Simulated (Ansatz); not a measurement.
Geometry optimisation, RKS PBE0/6-31G* (Ansatz).

The input (input.yaml):

```yaml
crystal:
  periodic: [false, false, false]
  atoms:
    - { symbol: B, position_ang: [0.0, 0.0, 0.0] }
    - { symbol: "N", position_ang: [0.0, 0.0, 1.55] }
    - { symbol: H, position_ang: [-0.877, -0.2713, 2.08] }
    - { symbol: H, position_ang: [0.877, 0.2713, 2.08] }
    - { symbol: F, position_ang: [1.1431, 0.0, -0.66] }
    - { symbol: C, position_ang: [-1.3856, 0.0, -0.8] }
    - { symbol: H, position_ang: [-1.9458, -0.9305, -0.5708] }
    - { symbol: H, position_ang: [-1.9898, 0.8797, -0.4946] }
    - { symbol: H, position_ang: [-1.1839, 0.0508, -1.8903] }
basis:
  gaussian: { orbitals: "6-31G*" }
hamiltonian:
  xc: pbe0
relax:
  f_tol: 0.02
  max_steps: 40
```

Launched with:

```bash
$ ansatz run input.yaml --threads 1 --pin off --max-ram 2048MiB --backend cpu --events-out ev --progress --plain --runs-dir out
```

Q: Where does it end, and by what steps?

A: The forces met the threshold. The force dipped under the threshold on the way, but the program's further checks kept it going. After 20 steps the energy has fallen by 0.633 eV; F5 moved furthest, 0.75 Å.

| step | energy less start (eV) | largest force component (eV/Å) | accepted |
| --- | --- | --- | --- |
| 0 | 0.0000 | 3.692 | yes |
| 1 | -0.4996 | 1.910 | yes |
| 2 | -0.5772 | 1.313 | yes |
| 3 | -0.5292 | 1.216 | no |
| 4 | -0.5997 | 0.124 | yes |
| 5 | -0.6019 | 0.037 | yes |
| 6 | -0.6008 | 0.353 | no |
| 7 | -0.6039 | 0.035 | yes |
| 8 | -0.6070 | 0.112 | yes |
| 9 | -0.6039 | 0.415 | no |
| 10 | -0.6107 | 0.093 | yes |
| 11 | -0.6111 | 0.258 | yes |
| 12 | -0.6202 | 0.069 | yes |
| 13 | -0.6225 | 0.324 | yes |
| 14 | -0.6318 | 0.084 | yes |
| 15 | -0.6199 | 0.811 | no |
| 16 | -0.6328 | 0.018 | yes |
| 17 | -0.6327 | 0.101 | no |
| 18 | -0.6329 | 0.082 | yes |
| 19 | -0.6334 | 0.044 | yes |
| 20 | -0.6335 | 0.019 | yes |

```xyz
9
Properties=species:S:1:pos:R:3
B -0.073 0.184 0.100
N 0.033 -0.174 1.450
H -0.726 -0.578 1.974
H 0.883 -0.045 1.979
F 1.020 0.716 -0.483
C -1.382 0.002 -0.754
H -2.211 -0.449 -0.198
H -1.723 0.970 -1.142
H -1.183 -0.625 -1.632
```

Whether the end is a true minimum wasn't checked by a vibrational analysis.

The run took 58 s on 1 thread of Arm Neoverse V1 (shared host), peak memory 0.16 GiB.
